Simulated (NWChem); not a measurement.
SnBrF$_{3}$; SMILES [Br][Sn]([F])([F])[F]

Results from NWChem. Coordinates come from a PBE0/def2-SVP optimisation. def2 effective core potentials on Sn; no spin-orbit coupling.

Q: Predict the results for TPSS/def2-SVP (core potentials). Quantities: highest occupied level (eV); orbital gap (eV); dipole (D).

A: 
```yaml
highest occupied level (eV): -8.52
orbital gap (eV): 4.18
dipole (D): 1.84
```
